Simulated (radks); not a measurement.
The numbers below are computed, except where a source is named.
Al IV, 10 electrons, occupied as 2s2 2p6 3p2 (not the ground configuration).

Level of theory: scalar-relativistic Kohn-Sham, PW91, spin-unpolarised, spherical densities, point nucleus (a radial shooting solver on a logarithmic mesh with Libxc functionals).

Energy parts (Ry):
part                      energy
total                 -239.71137
kinetic                239.48193
electron-nucleus      -594.94225
Hartree                139.18675
exchange-correlation   -23.43779

Orbitals (lengths in bohr, moments of r in powers of bohr):
orbital  occ.  eigenvalue (Ry)   <1/r>
2s          2        -14.46349   2.673
2p          6        -12.20307   2.678
3p          2         -2.67875  0.7354

The highest occupied level is 3p at -36.446 eV. Summed over all electrons, <r^2> = 10.22 bohr^2, which gives a Langevin (diamagnetic) susceptibility term of -8.1 x 10^-6 cm^3/mol. The density falls to 0.001 e/bohr^3 at r = 3.30 bohr.
